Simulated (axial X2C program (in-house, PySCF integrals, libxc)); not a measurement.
Nuclear properties of FSeF⁺

Calculated with an in-house all-electron X2C program for linear molecules (integrals from PySCF): two-component X2C with atomic mean-field Coulomb and Gaunt terms, Gaussian nuclei, basis F dyall-av3z, Se dyall-v3z with contracted cores.

F–Se–F held linear, with bonds 1.728 and 1.728 Å (near the PBE0 minimum at charge 1 of the determinant lowest at the starting distance; the state shown can have its own minimum elsewhere, held linear; other orders of the atoms were not compared).

Determinant lowest in the PBE0 search, Ω = 1/2 (⟨Sz⟩ = -0.50, ⟨Lz⟩ = 1.00 at PBE0), spin on the atoms F -0.03, Se -0.44, F -0.03:

| level | A∥/gI F (MHz) | qzz F (a.u.) | A∥/gI Se (MHz) | qzz Se (a.u.) |
| --- | --- | --- | --- | --- |
| PBE0 | 310 | 0.33 | 2920 | 0.89 |
| HF | 254 | 0.57 | 3290 | 0.63 |
| r2SCAN | 312 | 0.25 | 2770 | 1.27 |

Determinant 0.24 eV from it at PBE0 and this distance, Ω = 3/2 (⟨Sz⟩ = 0.50, ⟨Lz⟩ = 1.00 at PBE0), spin on the atoms F 0.02, Se 0.46, F 0.02:

| level | A∥/gI F (MHz) | qzz F (a.u.) | A∥/gI Se (MHz) | qzz Se (a.u.) |
| --- | --- | --- | --- | --- |
| PBE0 | 80 | 0.32 | 365 | 0.74 |
| HF | 73.4 | 0.56 | 410 | 0.43 |
| r2SCAN | 83.8 | 0.24 | 324 | 1.13 |

A∥ (defined per Ω) follows by multiplying with gI = μI/(I μN); qzz is the electric field gradient, eQq0 = 234.96 MHz × Q/barn × qzz. The operators were transformed with the bare-nucleus X2C matrices; with these basis sets, hyperfine constants and field gradients can be off by tens of per cent, and where levels differ in sign neither size nor sign is settled.

(1) With gI(19F) = 5.2577, gI(77Se) = 1.0701 (g factors from the IAEA table of nuclear moments by Stone), turn the PBE0 values of the first state into constants in MHz.

The molecule was held linear; bending was not examined, so a bent shape may lie lower.

Each state is one determinant with collinear spin. Unrestricted Hartree–Fock can overshoot spin polarisation at the nuclei. The search compared states at one distance, so a state with another bond length can lie lower. Where a field gradient or hyperfine factor spreads by more than a factor of two over the levels, a constant derived from it is not to be relied on. PBE0 term energies can be off by some tenths of an eV.

## Answers

(1) A∥(19F) = 310 × 5.2577 = 1630 MHz; A∥(77Se) = 2920 × 1.0701 = 3120 MHz.
